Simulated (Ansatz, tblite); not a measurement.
Isomers of Zr₂S₅⁻ (doublet), found by a short tight-binding search and relaxed with PBE-D4/def2-SVPD in Ansatz.

In the def2 sets Zr takes a core potential, while STO-3G treats all electrons; there is no spin–orbit coupling. The xTB rows come from tblite. Correlated methods freeze 25 core orbitals; core or outer-core shells of Zr are correlated, in sets that lack core-valence functions.

A: At HF/STO-3G the highest occupied level of the charge -1 doublet lies above zero (up to 0.13 eV). In Hartree–Fock with STO-3G the lack of diffuse functions raises the level. B: At HF/STO-3G the charge -1 doublet is spin-contaminated (final ⟨S²⟩ up to 0.83, 0.75 for a pure state). At HF/STO-3G the highest occupied level of the charge -1 doublet lies above zero (up to 0.68 eV). In Hartree–Fock with STO-3G the lack of diffuse functions raises the level. C: At HF/STO-3G the charge -1 doublet is spin-contaminated (final ⟨S²⟩ up to 0.83, 0.75 for a pure state). At PBE-D4/def2-TZVPD, revPBE-D4/def2-TZVPD, r2SCAN-D4/def2-TZVPD the gap within one spin of the charge -1 doublet nearly closes, so an electron or hole may be smeared out by delocalisation error. D: At HF/STO-3G the highest occupied level of the charge -1 doublet lies above zero (up to 0.41 eV). In Hartree–Fock with STO-3G the lack of diffuse functions raises the level.

Other spin states weren't relaxed.

A:

| atom | x (Å) | y (Å) | z (Å) |
| --- | --- | --- | --- |
| Zr1 | -0.073 | 2.344 | -0.353 |
| Zr2 | 0.003 | -0.420 | 0.206 |
| S3 | 1.670 | 1.341 | 0.990 |
| S4 | 0.175 | -2.688 | -0.785 |
| S5 | -1.903 | 1.190 | 0.728 |
| S6 | 0.122 | 0.835 | -2.151 |
| S7 | 0.007 | -2.602 | 1.365 |

B:

Cartesian coordinates in Å:
```
Zr 0.883 0.336 -0.397
Zr -1.745 -1.300 -0.390
S 1.603 1.774 1.431
S -1.165 0.764 -1.661
S 0.608 -2.077 -0.124
S -3.134 -1.196 1.404
S 2.951 1.699 -0.264
```

C:

Cartesian coordinates in Å:
```
Zr 0.0141 1.4773 -0.0235
Zr -0.0233 -1.4770 -0.0288
S -0.0926 -3.7656 -0.0426
S -1.7091 0.0238 -1.1093
S 1.8862 -0.0210 -0.7878
S 0.0045 3.7668 -0.0342
S -0.0798 -0.0042 2.0262
```

D:

| atom | x (Å) | y (Å) | z (Å) |
| --- | --- | --- | --- |
| Zr1 | -1.0810 | -1.4779 | 0.1610 |
| Zr2 | 0.3098 | 0.8487 | -0.2737 |
| S3 | -2.1322 | 0.6520 | 0.6272 |
| S4 | 1.5449 | -1.4733 | 0.3265 |
| S5 | -0.5421 | -0.8065 | -2.1019 |
| S6 | 0.5688 | -0.5777 | 2.0020 |
| S7 | 1.3318 | 2.8346 | -0.7411 |

E:

```xyz
7

Zr   -0.452    0.606    0.757
Zr    1.529   -1.264   -0.453
S    -0.010   -1.841    1.285
S    -1.421    0.444   -1.536
S     0.026   -0.908   -2.379
S     2.008    0.977    0.232
S    -1.680    1.987    2.095
```

Q: Estimate their order by electronic energy at B2PLYP/def2-TZVPD, counted from the lowest.

A: C (0.00) < A (0.87) < E (0.97) < B (1.15) < D (1.53), in eV.

Q: Do the other levels pick the same lowest one?

A: All that were run do. Energies above each level's lowest (eV):

```tsv
level	A	B	C	D	E
GFN1-xTB	0.93	0.14	0.00	1.94	0.91
GFN2-xTB	0.35	0.39	0.00	1.09	0.40
HF/STO-3G	0.75	1.76	0.00	1.80	0.96
HF/def2-TZVPD	0.76	0.78	0.00	1.70	0.74
PBE-D4/def2-TZVPD	0.77	1.10	0.00	1.36	0.86
revPBE-D4/def2-TZVPD	0.83	1.10	0.00	1.40	0.83
r2SCAN-D4/def2-TZVPD	0.78	1.12	0.00	1.42	0.90
PBE0-D4/def2-TZVPD	0.61	0.94	0.00	1.24	0.72
B2PLYP/def2-TZVPD	0.87	1.15	0.00	1.53	0.97
RPA@PBE/def2-TZVPD	0.88	1.21	0.00	1.53	1.03
MP2/def2-TZVPD	0.65	1.16	0.00	1.14	0.80
```
Point groups (tolerance 0.1 Å): A Cs, B Cs, C not assigned, D Cs, E Cs. Lower isomers may exist.
